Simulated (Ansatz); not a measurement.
Species: tribromo(fluoro)silane, sum formula SiBr₃F (charge 0, singlet). 
Geometry from a B3LYP-D3(BJ)/def2-TZVP (Ansatz, a quantum-chemistry and plane-wave program) optimisation:
```
Si
F 1 1.5846
Br 1 2.1981 2 107.97
Br 1 2.1981 2 107.97 3 120.00
Br 1 2.1981 2 107.97 3 -120.00
```

Computed values are from Ansatz. Cores are frozen in the correlated levels unless marked. UHF or UKS for open shells. No spin-orbit coupling. The frozen core is the preceding noble-gas configuration, with the filled d and f shells of earlier blocks. Non-relativistic. CBS(X,Y): correlation extrapolated as X^-3; Hartree-Fock from the larger set. [CCSD(T)-MP2]/basis is that difference in the basis named.

What is the dipole moment at CCSD(T)/def2-SVPD?

0.73 D.

What is the total energy at RI-MP2/CBS(def2-TZVPPD,def2-QZVPPD)+[CCSD(T)-MP2]/def2-TZVPPD?

-8107.1245 Eh.

What is the T1 diagnostic at CCSD/def2-TZVPPD?

0.011.

What is the atomisation energy De at RI-MP2/CBS(def2-TZVPPD,def2-QZVPPD)+[CCSD(T)-MP2]/def2-TZVPPD?

385.7 kcal/mol.
